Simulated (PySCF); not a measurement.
# A survey of $^{19}$F NMR shifts

PySCF 2.14 calculation with GFN2-xTB structure and PBE0/pcSseg-1 with gauge-including orbitals; no solvent, a single conformation, one averaged value for each set of equivalent atoms, no relativistic terms.

Shieldings were converted by a linear fit to measured shifts: $^{19}$F (scatter 6.0 ppm rms, 7.0 ppm with the 5 outliers that the fit left out vs CFCl3, solution or neat liquid, with a term for F on sp3 carbon). Occasional misses reach two or three times the rms, and more in compound classes unlike the fitted ones.

Give the $^{19}$F shifts of `C#C[C@](C)([SiH2]C)C(F)F`, `Fc1conn1`, `CC(C)N(C)CC=C(F)F`, `FC(F)(F)CN=C1CCCC1`, `FC(F)(F)C(F)(F)C1=CCC=C1`, `C=CC[C@H]([SiH3])/C(F)=C/F`, `CS[C@@](F)([SiH3])C[SiH3]`.

Results:


| compound | environment | δ (ppm) |
| --- | --- | --- |
| [CH:1]#[C:2][C@:3]([CH3:4])([SiH2:5][CH3:6])[CH:7]([F:8])[F:9] | F9: fluorine of a CF2 group | -108.5 |
| [CH:1]#[C:2][C@:3]([CH3:4])([SiH2:5][CH3:6])[CH:7]([F:8])[F:9] | F8: fluorine of a CF2 group | -114.7 |
| Fc1conn1 | aryl fluorine | -155.8 |
| [CH3:1][CH:2]([CH3:3])[N:4]([CH3:5])[CH2:6][CH:7]=[C:8]([F:9])[F:10] | F10: vinylic fluorine | -83.1 |
| [CH3:1][CH:2]([CH3:3])[N:4]([CH3:5])[CH2:6][CH:7]=[C:8]([F:9])[F:10] | F9: vinylic fluorine | -89.3 |
| FC(F)(F)CN=C1CCCC1 | fluorine of a CF3 group (×3) | -71.9 |
| [F:1][C:2]([F:3])([F:4])[C:5]([F:6])([F:7])[C:8]1=[CH:9][CH2:10][CH:11]=[CH:12]1 | F1/3/4: fluorine of a CF3 group (×3) | -81.0 |
| [F:1][C:2]([F:3])([F:4])[C:5]([F:6])([F:7])[C:8]1=[CH:9][CH2:10][CH:11]=[CH:12]1 | F6/7: fluorine of a CF2 group (×2) | -117.8 |
| [CH2:1]=[CH:2][CH2:3][C@H:4]([SiH3:5])/[C:6]([F:7])=[CH:8]/[F:9] | F7: vinylic fluorine | -144.7 |
| [CH2:1]=[CH:2][CH2:3][C@H:4]([SiH3:5])/[C:6]([F:7])=[CH:8]/[F:9] | F9: vinylic fluorine | -159.6 |
| CS[C@@](F)([SiH3])C[SiH3] | fluorine on an sp3 carbon | -157.0 |
